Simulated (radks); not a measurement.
The numbers below are computed, except where a source is named.
Initial-state core-level shifts of neutral vanadium when its valence configuration changes from [Ar] 3d3 4s2. Code: a radial shooting solver on a logarithmic mesh with Libxc functionals. Model: non-relativistic Kohn-Sham, LDA (Slater exchange, Perdew-Wang correlation), spin-unpolarised, spherical densities, point nucleus. Shifts are changes of the shell-averaged eigenvalues in eV (positive: less bound); the change of the density at the nucleus, which sets a Mossbauer isomer shift, is in e/bohr^3, on a base of 8143.

| valence | 1s | 2s | 2p | 3s | density at nucleus |
|---|---|---|---|---|---|
| 3d5 | +5.562 | +6.512 | +6.414 | +5.772 | -7.5916 |
| 3d2 4s2 4p1 | -6.959 | -7.816 | -7.731 | -6.669 | +3.2076 |
| 3d4 4s1 | +3.722 | +4.309 | +4.250 | +3.768 | -4.5197 |
| 3d3 4p2 | -2.661 | -2.549 | -2.552 | -2.645 | -6.6450 |
| 3d3 4s1 4p1 | -1.405 | -1.345 | -1.347 | -1.395 | -3.0883 |
| 3d3.5 4s1 4p0.5 | +1.406 | +1.777 | +1.741 | +1.405 | -3.9184 |
| 3d2 4s1 4p2 | -8.231 | -9.066 | -8.978 | -7.920 | -0.8112 |
| 3d1 4s2 4p2 | -15.197 | -17.233 | -17.038 | -14.122 | +7.2306 |
| 3d2.5 4s2 4p0.5 | -3.297 | -3.680 | -3.641 | -3.206 | +1.4838 |
